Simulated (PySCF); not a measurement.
Computed structure and properties of [Ho(NH2)4]−

System: [Ho(NH2)4]− (singlet in the valence; each metal's 4f electrons, 10 of them, lie in its core potential, out of spins and levels); start: displaced along the imaginary mode (S4). Method: PySCF 2.14.0, RKS PBE0, Ho lcecp-1-SVP with ECP56, N def2-SVP, H def2-SVP; non-relativistic Hamiltonian with scalar-relativistic core potentials where named; density fitting; no spin-orbit coupling.

Input of the relaxation:

```python
mol = gto.M(atom='''
Ho    -0.00000     0.00000    -0.00000
N      1.09623     1.38859     1.38443
H      1.25636     1.18839     2.40373
H      1.70861     2.20122     1.12160
N     -1.09623    -1.38443     1.38859
H     -1.70861    -1.12160     2.20122
H     -1.25636    -2.40373     1.18839
N      1.09623    -1.38859    -1.38443
H      1.70861    -2.20122    -1.12160
H      1.25636    -1.18839    -2.40373
N     -1.09623     1.38443    -1.38859
H     -1.25636     2.40373    -1.18839
H     -1.70861     1.12160    -2.20122''',
    basis={'Ho': 'lcecp-1-SVP', 'N': 'def2-SVP', 'H': 'def2-SVP'},
    ecp={'Ho': 'lcecp-1-SVP'},
    charge=-1, spin=0)
mf = dft.RKS(mol, xc='PBE0')
mf.grids.atom_grid = (50, 194)  # f atoms: unpruned, at least (60, 302)
mf = mf.density_fit()  # fitting sets: Ho AutoAux, N def2-universal-JKFIT, H def2-universal-JKFIT
mf.conv_tol = 1e-08; mf.max_cycle = 55
mf.kernel(dm0)  # dm0: converged density of the start geometry
# quasi-Newton relaxation in Cartesian coordinates to a largest gradient under 0.00045 Eh/bohr, steps kept in the point group
```

Run from Python with OMP_NUM_THREADS=2; the lines above give its settings. Where DIIS fails, smearing, a level shift and second-order steps follow.
It took 2.8 min on 2 threads of Intel(R) Xeon(R) 6975P-C (Granite Rapids), on a shared host, from the converged density of the start.

Course of the relaxation:

```tsv
step	energy above end (eV)	largest force component within the symmetry (eV/Å)
0	0.2434	1.196
1	0.0714	0.080
2	0.0694	0.038
3	0.0677	0.031
4	0.0664	0.050
5	0.0609	0.219
6	0.0556	0.218
7	0.0495	0.273
20	0.0013	0.127
21	0.0007	0.088
22	0.0005	0.081
23	0.0002	0.038
24	0.0000	0.013
25	0.0000	0.006
```
(The steps between are left out.)

Relaxed geometry (S4):

```xyz
13

Ho    0.0000    0.0000    0.0000
N     1.3506    1.2011    1.3248
H     1.2943    1.3954    2.3242
H     2.2197    1.6346    1.0093
N    -1.3506   -1.3248    1.2011
H    -2.2197   -1.0093    1.6346
H    -1.2943   -2.3242    1.3953
N     1.3506   -1.2011   -1.3248
H     2.2197   -1.6346   -1.0093
H     1.2943   -1.3954   -2.3242
N    -1.3506    1.3248   -1.2011
H    -1.2943    2.3242   -1.3953
H    -2.2197    1.0093   -1.6346
```

| contact | Å |
| --- | --- |
| Ho1–N2 (NH2) | 2.241 |
| Ho1–N5 (NH2) | 2.241 |
| Ho1–N8 (NH2) | 2.241 |
| Ho1–N11 (NH2) | 2.241 |

On the finer grid (75, 302):

```
HOMO                                                          : -1.12 eV
LUMO                                                          : 4.08 eV
Dipole about the centre of mass                               : 0.00 D
Set of Mulliken populations of Ho1 outside the core potential : s 2.31, p 6.53, d 1.50, f 0.05
D3(BJ) dispersion energy (not in the energies)                : -0.202 eV
```

```tsv
atom	Mulliken (e)	Löwdin (e)	spin (e)
Ho1	0.62	0.12	0.00
N2	-0.54	-0.36	0.00
H3	0.07	0.04	0.00
H4	0.07	0.04	0.00
N5	-0.54	-0.36	0.00
H6	0.07	0.04	0.00
H7	0.07	0.04	0.00
N8	-0.54	-0.36	0.00
H9	0.07	0.04	0.00
H10	0.07	0.04	0.00
N11	-0.54	-0.36	0.00
H12	0.07	0.04	0.00
H13	0.07	0.04	0.00
```

The 4f levels lie in the core potential and are missing. Their spin isn't counted.

No frequency check is given for this geometry.

Taking off one NH2 (charge -1, singlet; the rest: singlet) in vacuum, both parts rigid, costs 5.28 eV; the small basis without counterpoise inflates it.

Rigid scan of NH2 along the line from its metal:

distance to N2 (Å), energy (eV) and a bar:
```
     1.94      0.790 ##############################
     2.04      0.304 ############
     2.14      0.066 ###
     2.24      0.000 
     2.34      0.051 ##
```

One start shape was tried, so this needn't be the lowest isomer.

An lcecp potential fixes the number of 4f electrons, so in runs with it no electron can move into or out of that shell.
